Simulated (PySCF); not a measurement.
Ligands exchanged one at a time, B OH-H. All species are isolated molecules in the gas phase. One relaxed conformer stands for each flexible species; it need not be the lowest. Strings in code marks are SMILES.

The HOMO–LUMO gap from two functionals at the same geometries (B3LYP-D3(BJ)/def2-TZVP), both in PySCF: PBE-D3(BJ)/def2-TZVP and B3LYP-D3(BJ)/def2-TZVP. B3LYP has the VWN-RPA correlation part, as in Gaussian. 

```
species                                                                       PBE-D3(BJ)/def2-TZVP (eV)  B3LYP-D3(BJ)/def2-TZVP (eV)
----------------------------------------------------------------------------  -------------------------  ---------------------------
0 of 3 OH replaced by H (`OB(O)O`)                                                                 7.28                         9.21
1 of 3 OH replaced by H (`OBO` (H–O–B–O torsion 180°, O–B–O–H torsion 180°))                       7.43                         9.43
2 of 3 OH replaced by H (`BO`)                                                                     5.93                         8.00
3 of 3 OH replaced by H (`B`)                                                                      5.44                         7.52
```

Over these rows, drawn at random from the members with no instability flagged (it was tested for open shells, ions and some series alone), PBE minus B3LYP-D3(BJ): mean -2.02 eV, from -2.09 eV to -1.93 eV.
